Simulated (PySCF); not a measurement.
Zn(Cl)(Et) (C2H5ClZn), SMILES C[CH2][Zn][Cl]. Atoms are numbered in the order given.

```xyz
9

Zn     0.1779    -0.0976     0.0000
Cl    -0.2372    -2.1853     0.0000
C      0.5611     1.8090     0.0000
C     -0.6752     2.7165     0.0000
H      1.2001     2.0120    -0.8867
H      1.2001     2.0120     0.8867
H     -1.3156     2.5550     0.8916
H     -1.3156     2.5550    -0.8916
H     -0.3908     3.7914     0.0000
```

Coordinates come from a PBE-D3(BJ)/def2-SVP optimisation. The structure was generated by enumeration; whether it is a known compound was not checked. The values are those of a single conformer.

Method: M06-2X/def2-TZVP (PySCF).

ESP charges are fitted to the potential on shells at 1.4 to 2.0 van der Waals radii. Atomic charges (e):

| atom | IAO | ESP fit | Löwdin | Mulliken |
|---|---|---|---|---|
| Zn1 | 1.26 | 0.56 | 0.22 | 0.63 |
| Cl2 | -0.75 | -0.41 | 0.01 | -0.38 |
| C3 | -0.77 | -0.17 | -0.53 | -0.53 |
| C4 | -0.40 | -0.05 | -0.35 | -0.44 |
| H5 | 0.13 | 0.01 | 0.14 | 0.15 |
| H6 | 0.13 | 0.01 | 0.14 | 0.15 |
| H7 | 0.13 | 0.01 | 0.12 | 0.14 |
| H8 | 0.13 | 0.01 | 0.12 | 0.14 |
| H9 | 0.13 | 0.03 | 0.12 | 0.14 |
